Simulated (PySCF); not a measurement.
BaF, SMILES [Ba+][F], charge +1. Heavy atoms are numbered as in [Ba+:1][F:2].

Geometry: PBE0-D3(BJ)/def2-TZVPD. The multiplicity is an assumed one; other spin states were not compared. The def2 effective core potentials stand for the cores of Ba; spin–orbit coupling is left out.

These are CAM-B3LYP/def2-TZVPD (PySCF) values and carry that method's errors.

Mulliken values depend strongly on the basis, most of all with diffuse functions as here. ESP charges are fitted to the potential on shells at 1.4 to 2.0 van der Waals radii. Atomic charges (e), one atom of each kind:

```csv
atom,Mulliken,ESP fit
Ba1,1.70,[?]
F2,-0.70,[?]
```

What belongs in the gaps? (Estimate from the structure and the level; the computed values follow.)


- Ba1, ESP fit: 1.54
- F2, ESP fit: -0.54
